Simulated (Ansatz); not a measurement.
Start from `O=C([SiH3])C=[Se]` and change one atom or group to get `NC(=O)[SiH3]`.

Ansatz, PBE0-D4/def2-TZVP geometries, multiplicity 1. Each molecule was computed in one conformer, which needn't be the lowest.

Scalar relativity is left out up to krypton.

```
                                      property  `O=C([SiH3])C=[Se]`
           HOMO energy (B3LYP/def2-TZVPP) / eV                -6.77
             LUMO energy (PBE/def2-TZVPP) / eV                -4.81
            HOMO energy (PBE0/def2-TZVPP) / eV                -7.01
         HOMO–LUMO gap (B3LYP/def2-TZVPP) / eV                 2.64
            LUMO energy (PBE0/def2-TZVPP) / eV                -3.97
size of the dipole moment (PBE/def2-TZVPP) / D                 1.46
```

Q: What does the change do to each property? (Best estimate.)

A: The calculation gave: 
| property | `NC(=O)[SiH3]` | shift |
| --- | --- | --- |
| HOMO energy (B3LYP/def2-TZVPP) / eV | -6.91 | -0.14 |
| LUMO energy (PBE/def2-TZVPP) / eV | -1.33 | 3.48 |
| HOMO energy (PBE0/def2-TZVPP) / eV | -7.13 | -0.12 |
| HOMO–LUMO gap (B3LYP/def2-TZVPP) / eV | 6.36 | 3.72 |
| LUMO energy (PBE0/def2-TZVPP) / eV | -0.32 | 3.65 |
| size of the dipole moment (PBE/def2-TZVPP) / D | 3.41 | 1.95 |

With PBE0 the HOMO falls by 0.12 eV and the LUMO rises by 3.65 eV, so the gap widens by about 3.77 eV. PBE moves the HOMO by 0.09 eV and ωB97M-V by -0.28 eV. Dipoles are sizes alone; their direction can turn.

B3LYP here is the variant with VWN-RPA as its local correlation; programs differ in this.

Spin–orbit coupling is left out; it splits and shifts lone-pair levels of the heavy atoms by tenths of an eV.
